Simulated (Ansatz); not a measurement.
Program: Ansatz. Geometries: PBE0-D4/def2-TZVP. ΔE: electronic, gas phase. CCSD(T)/CBS adds triple-zeta CCSD(T) − MP2 to the extrapolated MP2 energy (def2 sets, frozen cores). This one scheme is used for every species. DFT in def2-TZVPP. B3LYP here is the variant with VWN-RPA as its local correlation; programs differ in this. HSE06 is defined as in plane-wave codes. def2 core potentials past Kr. For In, Sn outer-core shells are correlated without core-valence functions, which leaves a few kJ/mol of doubt a bond. Each species was taken in one conformer, which may not be the lowest.

`[NH2][InH][SnH2][OH]` + NH₃ → `[NH2][SnH2][OH]` + `[NH2][InH2]`  (cleavage of the Sn–In bond)

`[NH2][InH][SnH2][OH]`:

```xyz
10

N     0.246   -0.543    2.545
In    0.040   -1.089    0.624
Sn    0.191    0.964   -1.230
O    -1.222    0.690   -2.594
H     0.164   -1.178    3.322
H     0.328    0.410    2.859
H    -0.187   -2.774    0.365
H     1.684    1.055   -2.079
H    -0.205    2.517   -0.637
H    -1.038   -0.053   -3.173
```

NH₃:

Cartesian coordinates in Å:
```
N -0.179 0.139 -0.168
H 0.744 0.071 -0.578
H -0.073 0.597 0.729
H -0.492 -0.806 0.017
```

`[NH2][SnH2][OH]`:

Z-matrix (Å, degrees):
```
Sn
O 1 1.966
N 1 2.010 2 104.3
H 1 1.715 2 105.9 3 -121.4
H 1 1.703 2 108.7 3 114.2
H 2 0.959 1 112.7 3 131.9
H 3 1.010 1 116.0 2 -88.4
H 3 1.010 1 114.8 2 143.2
```

`[NH2][InH2]`:

```xyz
6

N    -0.918    0.499   -0.151
In    0.828   -0.449    0.137
H    -1.740    0.357    0.410
H    -1.084    1.173   -0.880
H     2.070   -0.028   -0.963
H     0.844   -1.552    1.447
```

```json
{"level": "r2SCAN-D4", "ΔE (kJ/mol)": "80.4", "difference from CCSD(T)/CBS": "-1.0"}
{"level": "B3LYP-D4", "ΔE (kJ/mol)": "83.3", "difference from CCSD(T)/CBS": "1.9"}
{"level": "HSE06-D4", "ΔE (kJ/mol)": "85.8", "difference from CCSD(T)/CBS": "4.4"}
{"level": "BLYP", "ΔE (kJ/mol)": "83.7", "difference from CCSD(T)/CBS": "2.3"}
{"level": "r2SCAN0", "ΔE (kJ/mol)": "81.6", "difference from CCSD(T)/CBS": "0.2"}
{"level": "HSE06", "ΔE (kJ/mol)": "84.7", "difference from CCSD(T)/CBS": "3.3"}
{"level": "BHLYP", "ΔE (kJ/mol)": "78.7", "difference from CCSD(T)/CBS": "-2.7"}
{"level": "RPA@PBE/def2-TZVPP", "ΔE (kJ/mol)": "71.1", "difference from CCSD(T)/CBS": "-10.3"}
{"level": "MP2/def2-TZVPP", "ΔE (kJ/mol)": "79.1", "difference from CCSD(T)/CBS": "-2.3"}
{"level": "SCS-MP2/def2-TZVPP", "ΔE (kJ/mol)": "74.4", "difference from CCSD(T)/CBS": "-7.0"}
{"level": "CCSD(T)/CBS", "ΔE (kJ/mol)": "81.4", "difference from CCSD(T)/CBS": "0"}
```

Largest T1 diagnostic among the species: 0.016.

From BLYP to BHLYP (50 % exact exchange), in def2-TZVPP and without D4, ΔE moves by −5.0 kJ/mol. In def2-TZVPP, CCSD(T) changes the Hartree–Fock value by +4.1 kJ/mol (the triples alone add −0.1 kJ/mol) and MP2 by +8.6 kJ/mol.

CCSD(T)/CBS has its own doubt, a few kJ/mol and more with outer-core shells, so smaller differences from it don't rank the levels.
